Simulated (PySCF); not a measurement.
This PySCF input asks for the NMR shieldings of `C/C1=C/C(Cl)=C\C=C/[SiH2]C1`, C8H11ClSi; the geometry comes from GFN2-xTB.

```python
import basis_set_exchange as bse
import numpy as np
from pyscf import gto, dft
from pyscf.prop import nmr

atoms = """
C     2.482813   -0.134077    0.840397
C     1.270741    0.208925    0.036132
C     0.665026    1.392331    0.153979
C    -0.485732    1.821054   -0.623048
Cl   -0.122193    3.223320   -1.616879
C    -1.746223    1.378614   -0.638530
C    -2.382832    0.371216    0.188475
C    -1.990902   -0.850819    0.561983
Si   -0.512148   -1.891321    0.072836
C     0.772873   -0.854310   -0.875051
H     2.324442   -1.075462    1.365319
H     3.342471   -0.265407    0.182834
H     2.715767    0.641706    1.565076
H     1.097686    2.160645    0.782898
H    -2.448594    1.926169   -1.257643
H    -3.368131    0.702639    0.511383
H    -2.692611   -1.389652    1.190290
H     0.113109   -2.431691    1.289613
H    -0.946351   -3.017358   -0.768401
H     0.304395   -0.416962   -1.754986
H     1.597475   -1.482616   -1.207148
"""
names = dict.fromkeys(["C", "Cl", "Si", "H"], "pcSseg-1")
basis = {el: gto.basis.parse(bse.get_basis(n, elements=[el], fmt="nwchem")) for el, n in names.items()}
mol = gto.M(atom=atoms, basis=basis, charge=0, verbose=0)
mf = dft.RKS(mol, xc="PBE0")
mf.grids.level = 2
mf.grids.alignment = dft.numint.BLKSIZE   # the property module wants whole blocks of grid points
mf.conv_tol = 1e-9
mf.kernel()

calc = nmr.RKS(mf)   # GIAO
C = mf.mo_coeff
Co = C[:, mf.mo_occ > 0]
resp = mf.gen_response(singlet=True, hermi=2)
def vind(x):   # induced exchange potential for any number of trial vectors
    d = np.einsum("pi,xij,qj->xpq", C, 2 * x.reshape(-1, C.shape[1], Co.shape[1]), Co, optimize=True)
    return np.einsum("xpq,pi,qj->xij", resp(d - d.transpose(0, 2, 1)), C, Co, optimize=True).ravel()
mo1, _ = nmr.rhf.solve_mo1(calc, with_cphf=vind)
sigma = calc.kernel(mo1)
for i, s in enumerate(sigma):   # ppm
    print("%2d %-2s %9.2f" % (i, mol.atom_pure_symbol(i), np.trace(s) / 3))
```

Problem. What are the results?

Solution. 
```
 0 C     159.19
 1 C      31.30
 2 C      60.00
 3 C      40.22
 4 Cl    648.50
 5 C      53.57
 6 C      35.56
 7 C      57.65
 8 Si    402.04
 9 C     165.94
10 H      29.66
11 H      29.66
12 H      29.81
13 H      25.80
14 H      25.28
15 H      24.62
16 H      25.83
17 H      27.28
18 H      26.97
19 H      29.22
20 H      30.46
```

These numbers come from an equivalent density-fitted implementation of the same equations, which agrees with the script to about 0.01 ppm for H and up to a few tenths of a ppm for heavy atoms, so last digits may differ.

Problem. Turn these shieldings into chemical shifts. Chemical shifts δ = σref − σ; ¹³C (186.93 ppm), ²⁹Si (349.16 ppm), ¹H (31.72 ppm) against TMS; ³⁵Cl (949.78 ppm) against HCl, all at this level.

Solution. Averaging equivalent atoms: C 1: 155.6; C 6: 151.4; C 3: 146.7; C 5: 133.4; C 7: 129.3; C 2: 126.9; C 0: 27.7; C 9: 21.0; Cl 4: 301; Si 8: -52.9; H 15: 7.10; H 14: 6.44; H 13: 5.92; H 16: 5.89; H 17/18: 4.59; H 10/11/12: 2.01; H 19/20: 1.88 ppm. 

Size and cost of the density-fitted run: 239 basis functions, 110 s wall time on 1 thread of an Arm Neoverse N1, shared host; peak memory 1.1 GiB.
